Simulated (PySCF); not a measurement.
C2H4F, SMILES C[CH]F (connectivity only; charge and spin as stated), charge +1, multiplicity 1. Atoms are numbered in the order given.

```xyz
7

C      0.1799     1.1598     0.0000
C     -0.4308    -0.1212     0.0000
F      0.2488    -1.1693     0.0000
H     -0.2442     1.7184    -0.8570
H     -0.2442     1.7184     0.8570
H      1.2675     1.1464     0.0000
H     -1.5130    -0.2911     0.0000
```
Charge +1, spin multiplicity 1.

The structure is a stationary point at PBE0-D3(BJ)/def2-TZVP. The spin state was assumed, not searched. The isomer is the one that the SMILES or the coordinates give; other isomers of the formula were not compared.

Calculation: PySCF with M06-2X/def2-TZVPD.

The total energy is -178.10163 hartree. The point group comes out as Cs and the highest occupied level is -19.88 eV. The lowest empty level comes out as -8.85 eV and the orbital gap is 11.03 eV. The dipole moment about the centre of nuclear charge comes out as 2.78 D and the mean static polarisability is 22.6 bohr³ (3.35 Å³). The polarisability, principal values is 18.1, 21.5, 28.3 bohr³.
